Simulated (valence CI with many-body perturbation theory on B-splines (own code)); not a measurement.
**Valence orbitals of Ir43+**

Level of theory: configuration interaction combined with many-body perturbation theory (CI+MBPT): six valence electrons over a frozen Dirac-Fock core [Ar] 3d10, a basis of 9 s, 9 p, 8 d, 6 f, 3 g, 1 h functions for each j, with the one-electron correlation potential Σ1, the two-electron term Σ2, the three-electron term Σ3, Breit, model QED; selected CI, second order for the rest, scaled by the run's own slope (own B-spline code, finite nucleus).

The last digits are not significant, and no measured levels were compared; by estimate large intervals hold to a few tenths of a per cent, small ones and those within an open d or f shell to about a per cent. Among the levels kept, up to 660 cm⁻¹ of a level comes from second order outside the variational space, and about a tenth of that is noise between levels of different J, which matters for small intervals.

These are the spectroscopic orbitals of the CI (the correlating ones are not listed), shaped by the core and the other valence electrons. h is the expectation value of the core's Dirac-Fock operator, without the valence repulsion; Σ1 is computed up to l = 3 at one energy for each symmetry, that of its lowest orbital but kept below the first core excitation, so for empty shells it is not the orbital's own correlation shift; Breit and QED include the response of the core, and the two lowest orbitals of each symmetry also the frequency dependence of Breit exchange, which makes a step in that column.

| Orbital | h (hartree) | Σ1 (cm⁻¹) | Breit (cm⁻¹) | QED (cm⁻¹) | ⟨r⟩ (bohr) |
| --- | --- | --- | --- | --- | --- |
| 4s1/2 | -100.07 | -14583 | 16324 | 12373 | 0.3789 |
| 5s1/2 | -59.98 | -5238 | 7206 | 5590 | 0.6395 |
| 6s1/2 | -39.959 | -2530 | 3732 | 2957 | 0.9706 |
| 7s1/2 | -28.529 | -1439 | 2210 | 1761 | 1.368 |
| 4p1/2 | -96.183 | -15536 | 25455 | 657 | 0.3755 |
| 5p1/2 | -58.074 | -5644 | 11386 | 307 | 0.6430 |
| 6p1/2 | -38.898 | -2767 | 5997 | 167 | 0.9797 |
| 7p1/2 | -27.88 | -1588 | 3584 | 101 | 1.383 |
| 4p3/2 | -91.543 | -13162 | 14659 | 1662 | 0.3965 |
| 5p3/2 | -55.888 | -5051 | 6650 | 770 | 0.6698 |
| 6p3/2 | -37.696 | -2537 | 3887 | 418 | 1.012 |
| 7p3/2 | -27.148 | -1475 | 2339 | 253 | 1.422 |
| 4d3/2 | -85.588 | -15153 | 11389 | -567 | 0.3838 |
| 5d3/2 | -53.014 | -5662 | 5222 | -245 | 0.6692 |
| 6d3/2 | -36.104 | -2864 | 2854 | -131 | 1.021 |
| 4d5/2 | -84.589 | -14230 | 7180 | -59.0 | 0.3896 |
| 5d5/2 | -52.531 | -5334 | 3181 | -11.3 | 0.6762 |
| 6d5/2 | -35.832 | -2700 | 1745 | -1.9 | 1.029 |
| 4f5/2 | -78.274 | -14587 | 4670 | -378 | 0.3547 |
| 5f5/2 | -49.694 | -4643 | 1987 | -176 | 0.6550 |
| 4f7/2 | -78.005 | -13914 | 1958 | -186 | 0.3570 |
| 5f7/2 | -49.543 | -4439 | 856 | -81.2 | 0.6576 |
| 5g7/2 | -48.032 |  | 184 | -38.9 | 0.6018 |
| 5g9/2 | -47.97 |  | -4.4 | 1.8 | 0.6030 |

Among the shells of the start configuration 4s2 4p4, Σ1 is largest in size for 4p1/2, where it is 0.074 % of h.

Lowest root of each symmetry, sizes in configuration state functions:

```tsv
J	Parity	Roots	Reference	Variational	Second order	Change by selected CI (cm⁻¹)	Change by second order (cm⁻¹)
0	even	4	20	44754	768639	-22459	-17
1	even	2	37	59988	2138167	-20370	-57
2	even	4	56	59995	3496090	-20707	-81
3	even	1	45	49303	3275301	-44938	-349
0	odd	4	18	40731	796304	-42401	-36
1	odd	9	47	59129	2572283	-42181	-234
2	odd	10	62	55747	4105155	-41798	-533
3	odd	8	65	54773	4385200	-43040	-506
4	odd	5	56	52482	4083527	-43218	-344
5	odd	1	39	44327	2571018	-46604	-135
```
